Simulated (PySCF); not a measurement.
diphosphane (H4P2), singlet, at a GFN2-xTB geometry; PySCF with CCSD(T)/6-31G*.

PySCF was given this input:
```python
from pyscf import gto, scf, cc

mol = gto.Mole()
mol.atom = '''
    P    -0.965396   -0.475135   -0.032796
    P     0.965396    0.475135    0.032796
    H    -1.490207    0.307609    0.996179
    H    -1.462384    0.389462   -1.008694
    H     1.462384   -0.389462    1.008694
    H     1.490207   -0.307609   -0.996179
'''
mol.basis = '6-31g*'
mol.charge = 0
mol.spin = 0
mol.verbose = 4
mol.build()

mf = scf.RHF(mol)
mf.kernel()

mycc = cc.CCSD(mf, frozen=9)
mycc.kernel()
et = mycc.ccsd_t()
print('E(CCSD(T)) = %.10f' % (mycc.e_tot + et))
```

Problem. Predict the main parts of the log of this PySCF run.

Solution. 
```
PySCF version 2.14.0

[INPUT] verbose = 4
[INPUT] num. atoms = 6
[INPUT] num. electrons = 34
[INPUT] charge = 0
[INPUT] spin (= nelec alpha-beta = 2S) = 0
[INPUT] symmetry False subgroup None
[INPUT] Mole.unit = angstrom
[INPUT] Symbol           X                Y                Z      unit          X                Y                Z       unit  Magmom
[INPUT]  1 P     -0.965396000000  -0.475135000000  -0.032796000000 AA   -1.824334041751  -0.897875022195  -0.061975457981 Bohr   0.0
[INPUT]  2 P      0.965396000000   0.475135000000   0.032796000000 AA    1.824334041751   0.897875022195   0.061975457981 Bohr   0.0
[INPUT]  3 H     -1.490207000000   0.307609000000   0.996179000000 AA   -2.816083098910   0.581296763451   1.882505481043 Bohr   0.0
[INPUT]  4 H     -1.462384000000   0.389462000000  -1.008694000000 AA   -2.763505248946   0.735976515925  -1.906155403492 Bohr   0.0
[INPUT]  5 H      1.462384000000  -0.389462000000   1.008694000000 AA    2.763505248946  -0.735976515925   1.906155403492 Bohr   0.0
[INPUT]  6 H      1.490207000000  -0.307609000000  -0.996179000000 AA    2.816083098910  -0.581296763451  -1.882505481043 Bohr   0.0

nuclear repulsion = 91.2375462405938
number of shells = 24
number of NR pGTOs = 118
number of NR cGTOs = 44
basis = 6-31g*
ecp = {}

******** <class 'pyscf.scf.hf.RHF'> ********
method = RHF
initial guess = minao
damping factor = 0
level_shift factor = 0
DIIS = <class 'pyscf.scf.diis.CDIIS'>
diis_start_cycle = 1
diis_space = 8
diis_damp = 0
SCF conv_tol = 1e-09
SCF conv_tol_grad = None
SCF max_cycles = 50
direct_scf = True
direct_scf_tol = 1e-13
Set gradient conv threshold to 3.16228e-05
Initial guess from minao.
init E= -683.673836849868
  HOMO = -0.234374216812637  LUMO = 0.0664431691024958  gap/eV = 8.18566
cycle= 1 E= -683.717903306402  delta_E= -0.0441  |g|= 0.209  |ddm|= 2.11
  HOMO = -0.340375724700023  LUMO = 0.119728714832075  gap/eV = 12.52008
cycle= 2 E= -683.741735709978  delta_E= -0.0238  |g|= 0.0601  |ddm|= 0.341
  HOMO = -0.333559121896422  LUMO = 0.133276450508264  gap/eV = 12.70324
cycle= 3 E= -683.743965993456  delta_E= -0.00223  |g|= 0.0189  |ddm|= 0.135
  HOMO = -0.338799337558264  LUMO = 0.131319849757843  gap/eV = 12.79259
cycle= 4 E= -683.744241695149  delta_E= -0.000276  |g|= 0.00387  |ddm|= 0.0572
  HOMO = -0.338320604751404  LUMO = 0.132117152305949  gap/eV = 12.80126
cycle= 5 E= -683.744254563374  delta_E= -1.29e-05  |g|= 0.00087  |ddm|= 0.0124
  HOMO = -0.338591810101295  LUMO = 0.132079100751698  gap/eV = 12.80761
cycle= 6 E= -683.744255383103  delta_E= -8.2e-07  |g|= 0.000157  |ddm|= 0.00363
  HOMO = -0.3385981327765  LUMO = 0.13210412333462  gap/eV = 12.80846
cycle= 7 E= -683.744255406884  delta_E= -2.38e-08  |g|= 1.97e-05  |ddm|= 0.000688
  HOMO = -0.338598178342759  LUMO = 0.132104996219436  gap/eV = 12.80849
cycle= 8 E= -683.744255407262  delta_E= -3.78e-10  |g|= 2.89e-06  |ddm|= 9.33e-05
  HOMO = -0.338597701917234  LUMO = 0.132105425494464  gap/eV = 12.80848
Extra cycle  E= -683.744255407268  delta_E= -6.14e-12  |g|= 1.18e-06  |ddm|= 9.98e-06
converged SCF energy = -683.744255407268

******** <class 'pyscf.cc.ccsd.CCSD'> ********
CC2 = 0
CCSD nocc = 8, nmo = 35
frozen orbitals 9
max_cycle = 50
direct = 0
conv_tol = 1e-07
conv_tol_normt = 1e-05
diis_space = 6
diis_start_cycle = 0
diis_start_energy_diff = 1e+09
Init t2, MP2 energy = -683.947083171676  E_corr(MP2) -0.202827764408758
Init E_corr(CCSD) = -0.202827764409701
cycle = 1  E_corr(CCSD) = -0.232263259425013  dE = -0.029435495  norm(t1,t2) = 0.052752
cycle = 2  E_corr(CCSD) = -0.240487160800666  dE = -0.00822390138  norm(t1,t2) = 0.0194049
cycle = 3  E_corr(CCSD) = -0.244752032403869  dE = -0.0042648716  norm(t1,t2) = 0.00857291
cycle = 4  E_corr(CCSD) = -0.24478111362097  dE = -2.90812171e-05  norm(t1,t2) = 0.00164958
cycle = 5  E_corr(CCSD) = -0.244694824685611  dE = 8.62889354e-05  norm(t1,t2) = 0.0006334
cycle = 6  E_corr(CCSD) = -0.244706579801676  dE = -1.17551161e-05  norm(t1,t2) = 0.000186687
cycle = 7  E_corr(CCSD) = -0.244706113481687  dE = 4.66319988e-07  norm(t1,t2) = 4.6739e-05
cycle = 8  E_corr(CCSD) = -0.244705867055413  dE = 2.46426274e-07  norm(t1,t2) = 1.60078e-05
cycle = 9  E_corr(CCSD) = -0.244705707688834  dE = 1.59366579e-07  norm(t1,t2) = 4.51925e-06
cycle = 10  E_corr(CCSD) = -0.244705634642372  dE = 7.30464624e-08  norm(t1,t2) = 1.26758e-06
CCSD converged
E(CCSD) = -683.9889610419101  E_corr = -0.2447056346423717
CCSD(T) correction = -0.00683591759316828
E(CCSD(T)) = -683.9957969595
```
